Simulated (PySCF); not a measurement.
Give a GFN2-xTB geometry of `COC1CCCC1`.

```xyz
19
C6H12O angstrom
C      2.6425   -0.4690    0.0638
O      1.5363    0.2285    0.5695
C      0.4738    0.3774   -0.3521
C     -0.3033   -0.9348   -0.6002
C     -1.7765   -0.5402   -0.5414
C     -1.7993    0.5324    0.5426
C     -0.5516    1.3622    0.2413
H      3.4017   -0.4528    0.8439
H      3.0378    0.0159   -0.8385
H      2.3971   -1.5095   -0.1792
H      0.8836    0.7648   -1.2991
H     -0.0349   -1.4082   -1.5440
H     -0.0746   -1.6238    0.2146
H     -2.4238   -1.3862   -0.3144
H     -2.0874   -0.1128   -1.4963
H     -2.7081    1.1318    0.5265
H     -1.7078    0.0641    1.5229
H     -0.1338    1.8273    1.1316
H     -0.7815    2.1424   -0.4837
```

Any rigid rotation of these coordinates is as good. Atoms count from 1 in this order. O2 (ether oxygen) is bent (angle 114.2°). The 5-membered ring C3–C4–C5–C6–C7 has internal angles of 102.9° to 105.8° (sum 523°, against 540° for a flat polygon); it is puckered, 0.18 Å rms from its mean plane, widest ring torsion 42°. Of the pairs four or more bonds apart, C4···H10 is among the closest relative to their van der Waals radii: 2.79 Å, 96 % of the sum of Bondi's values.

Bonds between heavy atoms (Å): C1–O2 1.402, O2–C3 1.414, C3–C4 1.545, C4–C5 1.526, C5–C6 1.525, C6–C7 1.528, C3–C7 1.541.

The geometry is computed with GFN2-xTB (gas phase).

Point group: C1 (no symmetry element, even within 0.4 Å). Not checked by GFN2-xTB frequencies. One conformer, not necessarily the lowest (C1–O2–C3–C4 73°, O2–C3–C4–C5 135°, C3–C4–C5–C6 -36°, C4–C5–C6–C7 42°, C5–C6–C7–C3 -32°).
